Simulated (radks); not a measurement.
Question: The iodine anion I-, [Xe], held by a Watson sphere: a shell of charge +0.65 at radius R that stands for the Madelung well of a crystal (potential energy -0.65/R inside, -0.65/r outside, in hartree with lengths in bohr). All-electron calculation, scalar-relativistic Kohn-Sham, PBE, spin-unpolarised, spherical densities, finite nucleus; Fermi nuclear charge, rms radius of each element as measured or else 0.836 A^(1/3) + 0.57 fm. Program: a radial shooting solver on a logarithmic mesh with Libxc functionals. Response by self-consistent Sternheimer equations with the Hartree and adiabatic LDA kernel, the relativistic mass of each level held fixed and spin-orbit coupling left out. The sphere does not respond.

| R (bohr) | e(4d) (eV) | e(5s) (eV) | e(5p) (eV) | <r> 5p (bohr) | sum of <r^2> (bohr^2) | X-ray form factor at sin(theta)/lambda = 0.1 1/angstrom | alpha (bohr^3) |
|---|---|---|---|---|---|---|---|
| 2.78 | -46.751 | -14.599 | -4.682 | 2.564 | 72.54 | 49.598 | 46.67 |
| 3.5 | -46.430 | -14.089 | -4.260 | 2.618 | 74.83 | 49.518 | 53.54 |
| 3.8 | -46.287 | -13.893 | -4.075 | 2.635 | 75.59 | 49.495 | 56.46 |
| 3.84 | -46.267 | -13.868 | -4.051 | 2.637 | 75.68 | 49.492 | 56.85 |
| 4.25 | -46.064 | -13.618 | -3.804 | 2.655 | 76.53 | 49.468 | 60.69 |
| 4.29 | -46.044 | -13.594 | -3.781 | 2.656 | 76.61 | 49.466 | 61.05 |
| 5.75 | -45.369 | -12.856 | -3.034 | 2.690 | 78.40 | 49.428 | 72.10 |

Estimate the row for R = 3.96 bohr.

Answer: e(4d) (eV) -46.208; e(5s) (eV) -13.793; e(5p) (eV) -3.977; <r> 5p (bohr) 2.643; sum of <r^2> (bohr^2) 75.95; X-ray form factor at sin(theta)/lambda = 0.1 1/angstrom 49.484; alpha (bohr^3) 58.00.
